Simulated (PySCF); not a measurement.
A survey of 15N NMR shifts

[PySCF: shielding tensors at PBE0/pcSseg-1 (GIAO); coordinates at the GFN2-xTB level; non-relativistic; one conformer; fast rotation and ring inversion assumed for equivalent nuclei; in vacuum]

Shieldings were converted by a linear fit to measured shifts: 15N (scatter 6.3 ppm rms vs CH3NO2, solution or neat liquid). A few per cent of atoms miss by over 2 rms, more outside the fitted compound classes.

Problem. Give the 15N shifts of `C=Cn1nncc1C1CC1`, `C[Si@@](N)(O)NCCC#N`, `CNN=C(C)C`, `Cc1nnncc1C1CC1`, `C#Cc1nncnc1C`, `CCCn1nccc1C#N`, `C#Cc1cn(CCC)nn1`, `NN1CCCC1`, `CNNC1CC1`.

Solution. 
| compound | environment | δ (ppm) |
| --- | --- | --- |
| [CH2:1]=[CH:2][n:3]1[n:4][n:5][cH:6][c:7]1[CH:8]1[CH2:9][CH2:10]1 | N5: pyridine-type nitrogen of an azole | -35.5 |
| [CH2:1]=[CH:2][n:3]1[n:4][n:5][cH:6][c:7]1[CH:8]1[CH2:9][CH2:10]1 | N4: pyridine-type nitrogen of an azole | -37.4 |
| [CH2:1]=[CH:2][n:3]1[n:4][n:5][cH:6][c:7]1[CH:8]1[CH2:9][CH2:10]1 | N3: pyrrole-type ring nitrogen | -140.4 |
| [CH3:1][Si@@:2]([NH2:3])([OH:4])[NH:5][CH2:6][CH2:7][C:8]#[N:9] | N9: nitrile nitrogen | -118.9 |
| [CH3:1][Si@@:2]([NH2:3])([OH:4])[NH:5][CH2:6][CH2:7][C:8]#[N:9] | N5: nitrogen bonded to C, Si, H | -342.6 |
| [CH3:1][Si@@:2]([NH2:3])([OH:4])[NH:5][CH2:6][CH2:7][C:8]#[N:9] | N3: nitrogen bonded to Si, 2 H | -370.9 |
| [CH3:1][NH:2][N:3]=[C:4]([CH3:5])[CH3:6] | N3: imine nitrogen | -49.2 |
| [CH3:1][NH:2][N:3]=[C:4]([CH3:5])[CH3:6] | N2: nitrogen bonded to O or N | -280.7 |
| [CH3:1][c:2]1[n:3][n:4][n:5][cH:6][c:7]1[CH:8]1[CH2:9][CH2:10]1 | N4: pyridine-type ring nitrogen | 81.5 |
| [CH3:1][c:2]1[n:3][n:4][n:5][cH:6][c:7]1[CH:8]1[CH2:9][CH2:10]1 | N3: pyridine-type ring nitrogen | 0.7 |
| [CH3:1][c:2]1[n:3][n:4][n:5][cH:6][c:7]1[CH:8]1[CH2:9][CH2:10]1 | N5: pyridine-type ring nitrogen | 0.3 |
| [CH:1]#[C:2][c:3]1[n:4][n:5][cH:6][n:7][c:8]1[CH3:9] | N4: pyridine-type ring nitrogen | 67.6 |
| [CH:1]#[C:2][c:3]1[n:4][n:5][cH:6][n:7][c:8]1[CH3:9] | N5: pyridine-type ring nitrogen | -2.4 |
| [CH:1]#[C:2][c:3]1[n:4][n:5][cH:6][n:7][c:8]1[CH3:9] | N7: pyridine-type ring nitrogen | -96.1 |
| [CH3:1][CH2:2][CH2:3][n:4]1[n:5][cH:6][cH:7][c:8]1[C:9]#[N:10] | N5: pyridine-type nitrogen of an azole | -55.5 |
| [CH3:1][CH2:2][CH2:3][n:4]1[n:5][cH:6][cH:7][c:8]1[C:9]#[N:10] | N10: nitrile nitrogen | -85.2 |
| [CH3:1][CH2:2][CH2:3][n:4]1[n:5][cH:6][cH:7][c:8]1[C:9]#[N:10] | N4: pyrrole-type ring nitrogen | -163.8 |
| [CH:1]#[C:2][c:3]1[cH:4][n:5]([CH2:6][CH2:7][CH3:8])[n:9][n:10]1 | N10: pyridine-type nitrogen of an azole | -22.7 |
| [CH:1]#[C:2][c:3]1[cH:4][n:5]([CH2:6][CH2:7][CH3:8])[n:9][n:10]1 | N9: pyridine-type nitrogen of an azole | -23.5 |
| [CH:1]#[C:2][c:3]1[cH:4][n:5]([CH2:6][CH2:7][CH3:8])[n:9][n:10]1 | N5: pyrrole-type ring nitrogen | -147.4 |
| [NH2:1][N:2]1[CH2:3][CH2:4][CH2:5][CH2:6]1 | N1: nitrogen bonded to O or N | -289.2 |
| [NH2:1][N:2]1[CH2:3][CH2:4][CH2:5][CH2:6]1 | N2: nitrogen bonded to O or N | -296.7 |
| [CH3:1][NH:2][NH:3][CH:4]1[CH2:5][CH2:6]1 | N3: nitrogen bonded to O or N | -283.5 |
| [CH3:1][NH:2][NH:3][CH:4]1[CH2:5][CH2:6]1 | N2: nitrogen bonded to O or N | -311.0 |
